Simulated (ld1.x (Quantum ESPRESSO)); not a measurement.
**Before and after: TM potential for In (Z = 49)**

ld1.x (Quantum ESPRESSO) 7.5 input, shortened:

```
&input
   title='In', zed=49., rel=1, dft='PBE', iswitch=3,
   config='[Kr] 4d10 5s2 5p1'
 /
 &inputp
   pseudotype=2, tm=.true., lloc=0,
   nlcc=.true.
 /
3
5P  2  1   1.00   0.00  2.50  2.50  0.0
4D  3  2  10.00   0.00  1.70  1.70  0.0
5S  1  0   2.00   0.00  2.25  2.25  0.0
 &test
   configts(1)='4d10 5s2 5p1'
 /
```

Change: wave 5p (bound): rc 2.50 bohr becomes 5p (bound): rc 3.08 bohr.

Cutoffs: the cutoffs (Ry, on a coarse ladder) from which the occupation-weighted sum of valence levels, in a spherical-Bessel basis at the reference potential, stays within 10 and 1 mRy of its value at 400 Ry; they do not see the model core or the augmentation charge, which bear on the density cutoff. Errors are all-electron minus pseudo energies relative to the spin-unpolarised reference configuration.

Predict the effect on cutoff, ghosts and configuration errors.

The potential gets neither clearly harder nor softer (70 Ry and 120 Ry → 70 Ry and 120 Ry); of the 7 tests that both files solve, the error grows in 3 and shrinks in 2 by more than 15 % and 0.3 meV (median size 3.8 → 2.8 meV); neither file shows a bound ghost.

```tsv
quantity	base	changed
cutoff, loose	70 Ry	70 Ry
cutoff, tight	120 Ry	120 Ry
bound ghosts	none	none
error for 4d10 5s2 5p0, meV [ΔE 5.36 eV]	-2.4	-2.8
error for 4d10 5s1 5p0, meV [ΔE 24.60 eV]	-16	-21
error for 4d10 5s0 5p0, meV [ΔE 52.92 eV]	-66	-77
error for 4d10 5s1 5p2, meV [ΔE 5.84 eV]	-3.1	+0.1
error for 4d10 5s1 5p1, meV [ΔE 11.96 eV]	-3.8	-1.6
error for 4d9 5s0 5p0, meV [ΔE 109.31 eV]	-292	-324
error for 4d10 5s2 5p1.3, meV [ΔE -0.53 eV]	0.0	0.0
```
